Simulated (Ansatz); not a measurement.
Ansatz (an electronic-structure program) input:

Ansatz 0.2 input:
```yaml
crystal:
  periodic: [false, false, false]
  atoms:
    - {symbol: Os, position_ang: [-0.00000000, -0.00000000, -0.16520774]}
    - {symbol: O, position_ang: [0.00000000, 0.00000000, 1.56947353]}
basis:
  gaussian:
    orbitals: def2-TZVPP
magnetization: {spin_polarized: true, initial_magnetization: 4}
correlation: {method: ccsd_t, electrons: outside_noble_gas}
```

What final total energy does it print?

-165.17530 Eh (CCSD(T)/def2-TZVPP). The basis has 87 functions.

The spin state was set by rule; other spins were not relaxed.

The determinant is spin-contaminated: <S^2> is 6.12 against 6.00 for a pure state.
